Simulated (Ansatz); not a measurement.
Ansatz (a quantum-chemistry and plane-wave program) input (CCSD(T)/aug-cc-pV(D+d)Z):
A basis named .json is the Basis Set Exchange file of that set.

Ansatz 0.2 input:
```yaml
crystal:
  periodic: [false, false, false]
  atoms:
    - {symbol: F, position_ang: [1.63394505, -1.06399377, -0.54006197]}
    - {symbol: Si, position_ang: [1.25059463, 0.58686059, -0.38132654]}
    - {symbol: C, position_ang: [-0.24550251, 0.34817695, 0.91659923]}
    - {symbol: Si, position_ang: [-1.83093415, -0.12453717, 0.09688187]}
    - {symbol: H, position_ang: [2.27815768, 0.91504558, 0.74043421]}
    - {symbol: H, position_ang: [-0.38679354, 1.30707265, 1.43108782]}
    - {symbol: H, position_ang: [0.03508065, -0.39599281, 1.67045508]}
    - {symbol: H, position_ang: [-1.70813122, -1.32872601, -0.77145544]}
    - {symbol: H, position_ang: [-2.95918163, -0.45187623, 1.03750595]}
    - {symbol: H, position_ang: [-2.36686919, 0.96883102, -0.76483973]}
basis:
  gaussian:
    orbitals: aug-cc-pV_D+d_Z.json
total_charge: -1
magnetization: {spin_polarized: false}
correlation: {method: ccsd_t, electrons: outside_noble_gas}
```

End of the output:

```
integrals: 0.57 GiB planned
1643 factors; integrals over basis functions are off by at most 7.8e-4 eV
0.99 GiB of device memory are held for the factors and their scratch space
mean field: 0.94 GiB planned
mean field evaluation 1: about -19555.5991 eV, gradient 2.3e1 eV
mean field evaluation 2: about -19555.6627 eV, gradient 2.3e1 eV
mean field evaluation 4: about -19557.6624 eV, gradient 3.3e0 eV
mean field evaluation 8: about -19557.7124 eV, gradient 1.8e-1 eV
mean field evaluation 16: about -19557.3400 eV, gradient 8.1e0 eV
mean field -19557.71285772 eV, -718.7326908272 hartree, gradient 4.2e-6 eV, S^2 0.000000; 0 other end points of the search recorded, 0 dependent functions left out
12 core orbitals not correlated
reference -19557.71285772 eV, -718.7326908272 hartree; 13, 13 occupied and 139, 139 virtual orbitals, 1643 factors
second order -15.92030607 eV of doubles, -0.00000000 eV of singles
coupled cluster: 2.98 GiB planned
cycle   1  -16.78371516 eV  change   -8.6e-1 eV  update   1.1e-1
cycle   2  -17.28361218 eV  change   -5.0e-1 eV  update   3.5e-2
cycle   3  -17.41254598 eV  change   -1.3e-1 eV  update   1.9e-2
cycle   4  -17.40869919 eV  change    3.8e-3 eV  update   4.6e-3
cycle   5  -17.40530260 eV  change    3.4e-3 eV  update   2.2e-3
cycle   6  -17.40533450 eV  change   -3.2e-5 eV  update   8.1e-4
cycle   7  -17.40537604 eV  change   -4.2e-5 eV  update   4.2e-4
cycle   8  -17.40530919 eV  change    6.7e-5 eV  update   1.8e-4
cycle   9  -17.40532999 eV  change   -2.1e-5 eV  update   8.5e-5
cycle  10  -17.40536744 eV  change   -3.7e-5 eV  update   3.6e-5
cycle  11  -17.40534960 eV  change    1.8e-5 eV  update   1.6e-5
perturbative correction -0.54225041 eV, -0.0199273349 hartree
Total energy: -19575.66045773 eV, -719.3922529623 hartree
```

It need not be the lowest isomer of its formula. Whether it binds its extra electron was not tested at this geometry.
